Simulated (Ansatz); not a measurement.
Species: FeH (charge 0, quartet). The spin state was set by rule; other spins were not relaxed. SMILES: [FeH]
Coordinates optimised at B3LYP-D3(BJ)/def2-TZVP (Ansatz, a program for electronic structure):
```xyz
2

Fe     0.0000     0.0000    -0.0582
H      0.0000     0.0000     1.5126
```
Charge 0, spin multiplicity 4.

Quantity: atomisation energy (electronic, to ground-state atoms), in eV. Cores are frozen in the correlated levels unless marked. UHF or UKS for open shells. No spin-orbit coupling. Frozen are the shells of the preceding noble gas and the d and f shells that filled before the atom's block. No relativistic terms. The coupled-cluster limit lacks core correlation, which all-electron functionals hold. CBS marks a two-point X^-3 extrapolation of the correlation energy; Hartree-Fock from the larger set. The program attaches cautions to a run behind CCSD(T)/CBS(def2-TZVPPD,def2-QZVPPD): other amplitudes.

| level | program | atomisation energy (eV) |
|---|---|---|
| PBE0/def2-SVP | Ansatz | 1.99 |
| MP2/def2-TZVPP | Ansatz | 1.31 |

The program attaches cautions to a run behind MP2/def2-TZVPP: other amplitudes.

Predict the CCSD(T)/CBS(def2-TZVPPD,def2-QZVPPD) result (Ansatz).

1.84 eV, so MP2/def2-TZVPP differs from it by -0.53 eV.
